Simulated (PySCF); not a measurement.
Phosphorus: a sound run and one with changed settings

Sound run: P+ [Ne] 3s2 3p2, P(2+) [Ne] 3s2 3p1. All numbers are calculated (PySCF 2.14, scalar relativity by spin-free X2C-1e, in cc-pVDZ-DK). In the sound run the correlated levels freeze [Ne]. The sound run starts from symmetry-adapted Hartree-Fock orbitals and uses a fine grid where one is needed.

Changed run: all electrons correlated in a basis built for the valence shell.

```json
{"species": "P+", "method": "MP2", "sound run (hartree)": "-341.20817", "changed run (hartree)": "-341.21416", "converged": "yes"}
{"species": "P+", "method": "CCSD(T)", "sound run (hartree)": "-341.22954", "changed run (hartree)": "-341.23529", "converged": "yes"}
{"species": "P(2+)", "method": "MP2", "sound run (hartree)": "-340.49260", "changed run (hartree)": "-340.49876", "converged": "yes"}
{"species": "P(2+)", "method": "CCSD(T)", "sound run (hartree)": "-340.51279", "changed run (hartree)": "-340.51881", "converged": "yes"}
```

Ionisation energy of P+:

```tsv
method	sound run (eV)	changed run (eV)
UHF	19.168	19.168
MP2	19.472	19.467
SCS-MP2	19.395	19.389
CCSD	19.495	19.488
CCSD(T)	19.504	19.496
```

A valence basis has no tight correlating functions, so it recovers only part of the core correlation, and not evenly between atom and ion.

For comparison, NIST gives 19.769 eV between the lowest levels.
